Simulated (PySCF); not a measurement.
Below is a simulated gas-phase C 1s photoelectron spectrum of `C[C@H]1C[C@]2(C[C@@H]2[O][GeH3])C1`.

Every computed line was given a Gaussian of 1.0 eV full width at half maximum and an area set by the number of equivalent atoms; the highest printed point is 100. Theory: PySCF 2.14.0, delta-SCF UKS SCAN, pcX-2 on the ionised atom, pcseg-1 elsewhere, spin-free X2C.

(binding energy (eV), intensity): (288.5, 0), (288.6, 0), (288.7, 1), (288.8, 1), (288.9, 2), (289.0, 4), (289.1, 7), (289.2, 12), (289.3, 19), (289.4, 28), (289.5, 39), (289.6, 52), (289.7, 66), (289.8, 79), (289.9, 90), (290.0, 97), (290.1, 100), (290.2, 97), (290.3, 90), (290.4, 79), (290.5, 66), (290.6, 53), (290.7, 41), (290.8, 31), (290.9, 23), (291.0, 19), (291.1, 17), (291.2, 16), (291.3, 16), (291.4, 17), (291.5, 17), (291.6, 17), (291.7, 16), (291.8, 15), (291.9, 12), (292.0, 10), (292.1, 8), (292.2, 5), (292.3, 4), (292.4, 2), (292.5, 1), (292.6, 1), (292.7, 0), (292.8, 0), (292.9, 0), (293.0, 0)

Task: How many maxima does the curve show, and how many computed lines lie under it?

Result: The curve has 2 maxima (at 290.1 and 291.5 eV). Under it lie 7 lines from 7 inequivalent carbon sites. At this width some lines have no maximum of their own.

Task: Decompose the envelope and assign each component. Numbering: `[CH3:1][C@H:2]1[CH2:3][C@:4]2([CH2:5][C@@H:6]2[O:7][GeH3:8])[CH2:9]1`.

Result: 
```
position (eV)  relative area  line  atoms                    environment
       289.93              1  C 1s     C9      four-membered-ring carbon
       290.07              1  C 1s     C3      four-membered-ring carbon
       290.07              1  C 1s     C4  sp3 carbon at a ring junction
       290.09              1  C 1s     C5     three-membered-ring carbon
       290.19              1  C 1s     C2      four-membered-ring carbon
       290.23              1  C 1s     C1                  methyl carbon
       291.56              1  C 1s     C6     sp3 carbon bound to oxygen
```

Task: What are the centre and the root-mean-square width of the whole band?

Result: The area-weighted mean of the lines is 290.31 eV. Their own spread about it is 0.52 eV (rms) and each Gaussian has σ = 1.0/2.355 = 0.42 eV; the variances add, which gives 0.67 eV.

The listed C 1s values span 1.63 eV, from C9 (bonded to 2 C and 2 H) to C6 (bonded to O, 2 C and H). The widest gap between neighbouring values is 1.33 eV, between 290.23 and 291.56 eV. Summing the Pauling electronegativity differences to the bonded atoms, each weighted by its formal bond order, gives -0.70 for the lowest site and +0.54 for the highest; no listed site has a larger sum than the highest. The smallest sum, -1.05, belongs to C1, 0.30 eV above the lowest. The values 290.07, 290.07 and 290.09 eV; the values 290.19 and 290.23 eV lie too close for their order to be trusted.

No satellites, vibrations or lifetime broadening are included. Geometry: PBE0-D3(BJ)/def2-SVP, one conformer, isolated molecule.

The run took 4.6 min on Arm Neoverse N1, one thread, no GPU, shared host with 64 logical CPUs at a one-minute load of 50, and the process peaked at 0.97 GiB of memory.

Shape of the structure used: `[CH3:1][C@H:2]1[CH2:3][C@:4]2([CH2:5][C@@H:6]2[O:7][GeH3:8])[CH2:9]1`: C5–C6–O7–Ge8 76°.
